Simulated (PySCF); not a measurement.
Species: propyl methanesulfonate, C4H10O3S.
Bonds: C1–C2, C2–C3, C3–O4, O4–S5, S5–C6, S5–O7 (double), S5–O8 (double). Hydrogens: H9, H10, H11 on C1; H12, H13 on C2; H14, H15 on C3; H16, H17, H18 on C6.

The same species was optimised twice, with GFN2-xTB and with PBE0-D3(BJ)/def2-SVP (PySCF), and the same property calculations (PySCF, gas phase) were run on both structures.

```tsv
coordinate	GFN2-xTB	PBE0-D3(BJ)/def2-SVP	change
S5–C6 (Å)	1.797	1.769	-0.028
S5=O7 (Å)	1.431	1.453	+0.022
S5=O8 (Å)	1.429	1.451	+0.022
C3–O4 (Å)	1.421	1.437	+0.016
O4–S5 (Å)	1.612	1.624	+0.012
C2–C3 (Å)	1.525	1.515	-0.010
C1–C2 (Å)	1.524	1.519	-0.005
O7–S5–O8 (°)	118.0	119.9	+1.9
C1–C2–C3 (°)	112.0	113.9	+1.9
C3–O4–S5 (°)	115.7	116.8	+1.1
O4–S5–O8 (°)	110.4	109.4	-1.0
C2–C3–O4 (°)	112.3	113.0	+0.7
O4–S5–C6 (°)	97.8	97.3	-0.5
O4–S5–O7 (°)	109.0	108.6	-0.4
C6–S5–O7 (°)	110.6	110.3	-0.3
C1–C2–C3–O4 (°)	-58	-54	+4
C2–C3–O4–S5 (°)	-64	-67	-3
C3–O4–S5–C6 (°)	-149	-154	-5
```

Rotational constants: A = 3191, B = 1244, C = 1176 MHz (GFN2-xTB) against A = 3134, B = 1216, C = 1144 MHz (PBE0-D3(BJ)/def2-SVP). Point groups within 0.08 Å: C1 and C1.

On the GFN2-xTB structure: HOMO (eV) -8.51 [PBE0/pcSseg-1]; LUMO (eV) 1.31 [PBE0/pcSseg-1]; dipole (D) 2.97 [PBE0/pcSseg-1]; GIAO shielding of C1 (ppm) 174.4 [PBE0/pcSseg-1]; GIAO shielding of C2 (ppm) 157.9 [PBE0/pcSseg-1]; GIAO shielding of C3 (ppm) 116.3 [PBE0/pcSseg-1]; GIAO shielding of O4 (ppm) 146.0 [PBE0/pcSseg-1]; GIAO shielding of S5 (ppm) 187.9 [PBE0/pcSseg-1]; GIAO shielding of C6 (ppm) 141.3 [PBE0/pcSseg-1]; GIAO shielding of O7/O8 (mean) (ppm) 95.2 [PBE0/pcSseg-1].

Problem. What do these properties become on the PBE0-D3(BJ)/def2-SVP structure?

Solution. 
```tsv
property	level	on GFN2-xTB	on PBE0-D3(BJ)/def2-SVP	change
HOMO (eV)	PBE0/pcSseg-1	-8.51	-8.46	+0.05
LUMO (eV)	PBE0/pcSseg-1	1.31	1.18	-0.13
dipole (D)	PBE0/pcSseg-1	2.97	2.96	-0.01
energy, GFN2-xTB geometry as zero (kcal/mol)	PBE0/pcSseg-1	0.0	-3.0	-3.0
GIAO shielding of C1 (ppm)	PBE0/pcSseg-1	174.4	172.9	-1.5
GIAO shielding of C2 (ppm)	PBE0/pcSseg-1	157.9	157.7	-0.2
GIAO shielding of C3 (ppm)	PBE0/pcSseg-1	116.3	114.6	-1.7
GIAO shielding of O4 (ppm)	PBE0/pcSseg-1	146.0	133.9	-12.1
GIAO shielding of S5 (ppm)	PBE0/pcSseg-1	187.9	168.6	-19.3
GIAO shielding of C6 (ppm)	PBE0/pcSseg-1	141.3	141.4	+0.1
GIAO shielding of O7/O8 (mean) (ppm)	PBE0/pcSseg-1	95.2	83.7	-11.5
```

The heavy atoms differ by 0.074 Å rms after alignment. Among bonds between heavy atoms S5–C6 changes most (-0.028 Å). Changes are differences of the printed values. Neither structure is proved a minimum here.

Conformer computed: `[CH3:1][CH2:2][CH2:3][O:4][S:5]([CH3:6])(=[O:7])=[O:8]`: C1–C2–C3–O4 -54°, C2–C3–O4–S5 -67°, C3–O4–S5–C6 -154°.
